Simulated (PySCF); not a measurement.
Isomers of C5H12N2OSi.

All values: PBE0/pcSseg-1 (PySCF) at GFN2-xTB geometries, gas phase, one conformer each.

Question: Rank by HOMO–LUMO gap, highest first.
A. `[H]/[N:5]=[CH:4]/[C:2]([CH3:1])([CH3:3])[SiH2:6][NH:7][CH:8]=[O:9]` with C1–C2–C4–N5 163°, C1–C2–Si6–N7 35°, C2–Si6–N7–C8 66°, Si6–N7–C8–O9 0°
B. `[CH3:1][O:2][C@@:3]([CH3:4])([CH2:5][C:6]#[N:7])[SiH2:8][NH2:9]` with C1–O2–C3–C4 -52°, O2–C3–C5–C6 175°, O2–C3–Si8–N9 -56°, C3–Si8–N9–H -179° and 46°
C. `[CH3:1][C:2](=[O:3])[NH:4][C@@H:5]1[CH2:6][NH:7][SiH2:8][CH2:9]1` with C1–C2–N4–C5 179°, C2–N4–C5–C6 -120°, N4–C5–C6–N7 -77°, C5–C6–N7–Si8 -32°, C6–N7–Si8–C9 10°, N7–Si8–C9–C5 15°
D. `[CH3:1]/[CH:2]=[CH:3]\[Si@H:4]([NH:5][CH3:6])[C:7]([NH2:8])=[O:9]` with C2–C3–Si4–N5 57°, C3–Si4–N5–C6 59°, C3–Si4–C7–N8 -37°, Si4–C7–N8–H 180° and 6°
E. `[CH3:1][C@@:2]([CH2:3][OH:4])([CH2:5][C:6]#[N:7])[SiH2:8][NH2:9]` with C1–C2–C3–O4 -66°, C2–C3–O4–H -72°, C1–C2–C5–C6 172°, C1–C2–Si8–N9 -80°, C2–Si8–N9–H -64° and 163°
F. `[CH3:1]/[CH:2]=[CH:3]/[Si@@H:4]([NH:5][CH3:6])[NH:7][CH:8]=[O:9]` with C2–C3–Si4–N5 43°, C3–Si4–N5–C6 -175°, C3–Si4–N7–C8 65°, Si4–N7–C8–O9 2°

Answer: B (8.07 eV), E (7.89 eV), C (7.38 eV), A (6.99 eV), F (6.77 eV), D (5.94 eV).

Question: Rank by the highest IAO charge on any atom, lowest value first.
A. `[CH3:1][O:2][C@H:3]1[CH2:4][N:5]([SiH3:6])[N:7]=[C:8]1[CH3:9]` with C1–O2–C3–C4 78°
B. `[CH3:1][C@@:2]([CH2:3][OH:4])([CH2:5][C:6]#[N:7])[SiH2:8][NH2:9]` with C1–C2–C3–O4 -66°, C2–C3–O4–H -72°, C1–C2–C5–C6 172°, C1–C2–Si8–N9 -80°, C2–Si8–N9–H -64° and 163°
C. `[CH3:1]/[CH:2]=[CH:3]/[Si@@H:4]([NH:5][CH3:6])[NH:7][CH:8]=[O:9]` with C2–C3–Si4–N5 43°, C3–Si4–N5–C6 -175°, C3–Si4–N7–C8 65°, Si4–N7–C8–O9 2°
D. `[CH3:1][O:2][C@@:3]([CH3:4])([CH2:5][C:6]#[N:7])[SiH2:8][NH2:9]` with C1–O2–C3–C4 -52°, O2–C3–C5–C6 175°, O2–C3–Si8–N9 -56°, C3–Si8–N9–H -179° and 46°
E. `[H]/[N:5]=[CH:4]/[C:2]([CH3:1])([CH3:3])[SiH2:6][NH:7][CH:8]=[O:9]` with C1–C2–C4–N5 163°, C1–C2–Si6–N7 35°, C2–Si6–N7–C8 66°, Si6–N7–C8–O9 0°
F. `[CH3:1]/[CH:2]=[CH:3]\[Si@H:4]([NH:5][CH3:6])[C:7]([NH2:8])=[O:9]` with C2–C3–Si4–N5 57°, C3–Si4–N5–C6 59°, C3–Si4–C7–N8 -37°, Si4–C7–N8–H 180° and 6°

Answer: A (+0.758 e), B (+0.855 e), E (+0.870 e), D (+0.900 e), F (+0.945 e), C (+1.136 e).

Question: Rank by HOMO energy, highest first.
A. `[CH3:1][O:2][C@@:3]([CH3:4])([CH2:5][C:6]#[N:7])[SiH2:8][NH2:9]` with C1–O2–C3–C4 -52°, O2–C3–C5–C6 175°, O2–C3–Si8–N9 -56°, C3–Si8–N9–H -179° and 46°
B. `[CH3:1][O:2][C@H:3]1[CH2:4][N:5]([SiH3:6])[N:7]=[C:8]1[CH3:9]` with C1–O2–C3–C4 78°
C. `[CH3:1][C@@:2]([CH2:3][OH:4])([CH2:5][C:6]#[N:7])[SiH2:8][NH2:9]` with C1–C2–C3–O4 -66°, C2–C3–O4–H -72°, C1–C2–C5–C6 172°, C1–C2–Si8–N9 -80°, C2–Si8–N9–H -64° and 163°
D. `[CH3:1]/[CH:2]=[CH:3]/[Si@@H:4]([NH:5][CH3:6])[NH:7][CH:8]=[O:9]` with C2–C3–Si4–N5 43°, C3–Si4–N5–C6 -175°, C3–Si4–N7–C8 65°, Si4–N7–C8–O9 2°
E. `[H]/[N:5]=[CH:4]/[C:2]([CH3:1])([CH3:3])[SiH2:6][NH:7][CH:8]=[O:9]` with C1–C2–C4–N5 163°, C1–C2–Si6–N7 35°, C2–Si6–N7–C8 66°, Si6–N7–C8–O9 0°
F. `[CH3:1]/[CH:2]=[CH:3]\[Si@H:4]([NH:5][CH3:6])[C:7]([NH2:8])=[O:9]` with C2–C3–Si4–N5 57°, C3–Si4–N5–C6 59°, C3–Si4–C7–N8 -37°, Si4–C7–N8–H 180° and 6°

Answer: B (-5.91 eV), F (-6.51 eV), D (-6.85 eV), E (-7.03 eV), A (-7.47 eV), C (-7.69 eV).

All values together:

| SMILES | μ (D) | HOMO (eV) | LUMO (eV) | lowest IAO charge (e) | highest IAO charge (e) | lowest Hirshfeld charge (e) | highest Hirshfeld charge (e) |
| --- | --- | --- | --- | --- | --- | --- | --- |
| CO[C@@](C)(CC#N)[SiH2]N | 4.50 | -7.47 | 0.60 | -0.843 (N) | +0.900 (Si) | -0.314 (N) | +0.355 (Si) |
| C[C@@](CO)(CC#N)[SiH2]N | 2.42 | -7.69 | 0.20 | -0.834 (N) | +0.855 (Si) | -0.311 (N) | +0.351 (Si) |
| [H]/N=C/C(C)(C)[SiH2]NC=O | 3.65 | -7.03 | -0.04 | -0.600 (N) | +0.870 (Si) | -0.251 (O) | +0.377 (Si) |
| C/C=C\[Si@H](NC)C(N)=O | 3.14 | -6.51 | -0.58 | -0.674 (N) | +0.945 (Si) | -0.295 (O) | +0.371 (Si) |
| CC(=O)N[C@@H]1CN[SiH2]C1 | 3.56 | -6.83 | 0.55 | -0.696 (N) | +0.866 (Si) | -0.299 (O) | +0.365 (Si) |
| CO[C@H]1CN([SiH3])N=C1C | 2.75 | -5.91 | 0.37 | -0.435 (C) | +0.758 (Si) | -0.140 (O) | +0.349 (Si) |
| C/C=C/[Si@@H](NC)NC=O | 4.10 | -6.85 | -0.08 | -0.682 (N) | +1.136 (Si) | -0.276 (O) | +0.413 (Si) |

Conformers: `[CH3:1][O:2][C@@:3]([CH3:4])([CH2:5][C:6]#[N:7])[SiH2:8][NH2:9]` with C1–O2–C3–C4 -52°, O2–C3–C5–C6 175°, O2–C3–Si8–N9 -56°, C3–Si8–N9–H -179° and 46°; `[CH3:1][C@@:2]([CH2:3][OH:4])([CH2:5][C:6]#[N:7])[SiH2:8][NH2:9]` with C1–C2–C3–O4 -66°, C2–C3–O4–H -72°, C1–C2–C5–C6 172°, C1–C2–Si8–N9 -80°, C2–Si8–N9–H -64° and 163°; `[H]/[N:5]=[CH:4]/[C:2]([CH3:1])([CH3:3])[SiH2:6][NH:7][CH:8]=[O:9]` with C1–C2–C4–N5 163°, C1–C2–Si6–N7 35°, C2–Si6–N7–C8 66°, Si6–N7–C8–O9 0°; `[CH3:1]/[CH:2]=[CH:3]\[Si@H:4]([NH:5][CH3:6])[C:7]([NH2:8])=[O:9]` with C2–C3–Si4–N5 57°, C3–Si4–N5–C6 59°, C3–Si4–C7–N8 -37°, Si4–C7–N8–H 180° and 6°; `[CH3:1][C:2](=[O:3])[NH:4][C@@H:5]1[CH2:6][NH:7][SiH2:8][CH2:9]1` with C1–C2–N4–C5 179°, C2–N4–C5–C6 -120°, N4–C5–C6–N7 -77°, C5–C6–N7–Si8 -32°, C6–N7–Si8–C9 10°, N7–Si8–C9–C5 15°; `[CH3:1][O:2][C@H:3]1[CH2:4][N:5]([SiH3:6])[N:7]=[C:8]1[CH3:9]` with C1–O2–C3–C4 78°; `[CH3:1]/[CH:2]=[CH:3]/[Si@@H:4]([NH:5][CH3:6])[NH:7][CH:8]=[O:9]` with C2–C3–Si4–N5 43°, C3–Si4–N5–C6 -175°, C3–Si4–N7–C8 65°, Si4–N7–C8–O9 2°.
